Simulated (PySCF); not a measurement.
# Calculated NMR parameters of N#C[C@@H]1[C@H]2C[C@@H]3[C@H]2[C@H]13

```yaml
Formula: C7H7N
SMILES: N#C[C@@H]1[C@H]2C[C@@H]3[C@H]2[C@H]13
InChI: InChI=1S/C7H7N/c8-2-5-3-1-4-6(3)7(4)5/h3-7H,1H2/t3-,4-,5-,6+,7+/m1/s1
Point_group_of_the_computed_structure: C1
Degrees_of_unsaturation: 5
Carbon_signals: 7
Proton_signals: 7
```

Structure with atom numbers: `[N:1]#[C:2][C@@H:3]1[C@H:4]2[CH2:5][C@@H:6]3[C@H:7]2[C@H:8]13`; H(Xn) means a hydrogen on atom n. Ha(C5) is cis to C3 on the ring; Hb(C5) is trans to C3 on the ring.

[PySCF 2.14.0 with density-fitted response routines: GFN2-xTB structure; GIAO PBE0/pcSseg-1 shieldings; isolated molecule; non-relativistic; one computed conformer]

Chemical shifts δ = σref − σ; $^{1}$H and $^{13}$C against TMS; $^{15}$N against NH3, all at this level.

| carbon | δC, type | δH (multiplicity) | HMBC from (2–3 bonds) | span of the C tensor (ppm) |
| --- | --- | --- | --- | --- |
| C2 | 127.4, C | – | H(C3), H(C4), H(C8) | 350 |
| C3 | 36.4, CH | 2.64 (m) | H(C7), Hb(C5), H(C4), H(C8), H(C6), Ha(C5) | 21 |
| C4 | 44.5, CH | 2.32 (m) | H(C7), Hb(C5), H(C3), H(C8), H(C6), Ha(C5) | 30 |
| C5 | 38.2, CH2 | Ha(C5) 1.78 (m); Hb(C5) 2.77 (m) | H(C7), H(C3), H(C4), H(C8), H(C6) | 28 |
| C6 | 19.7, CH | 1.86 (m) | H(C7), Hb(C5), H(C3), H(C4), H(C8), Ha(C5) | 74 |
| C7 | 35.3, CH | 3.31 (m) | Hb(C5), H(C3), H(C4), H(C8), H(C6), Ha(C5) | 108 |
| C8 | 22.9, CH | 2.02 (m) | H(C7), Hb(C5), H(C3), H(C4), H(C6), Ha(C5) | 83 |

Other nuclei:
```csv
atoms,nucleus,environment,δ (ppm),σ (ppm)
N1,$^{15}$N,nitrile nitrogen,298.5,-30.8
```

- Carbon types of the structure: 1 × C, 5 × CH, 1 × CH2, which accounts for all hydrogens.
- δC 127.4: nitrile carbon; this is the usual window of a C≡N carbon, which has no attached hydrogen.
- δC 44.5: sp3 CH in a ring; saturated and bonded to C and H only.
- δC 38.2: sp3 CH2 in a ring; a saturated carbon with 2 carbon neighbours and no heteroatom attached.
- δC 36.4: sp3 CH α to a nitrile; aliphatic region, no heteroatom directly attached.
- δC 35.3, 22.9, 19.7: three-membered-ring carbon.

Shifts are as computed. Against solution values, carbons near 30 ppm lie about +3 ppm off and those near 130 ppm about +5 ppm. Of 1211 compounds with measured shifts, 218 miss one by over three times the rms of a fit or turn the order of signals round; such compounds aren't used in these exercises. Experimental scales use liquid or dissolved standards, which lie at an offset from isolated NH3 (liquid NH3: subtract about 20 ppm). Unscaled 15N shifts of sp2 nitrogen come out 20 to 40 ppm too high even then. Multiplicities follow the n + 1 count of equivalent neighbours, as no J values were calculated; m marks all less simple cases, F and P coupling included.
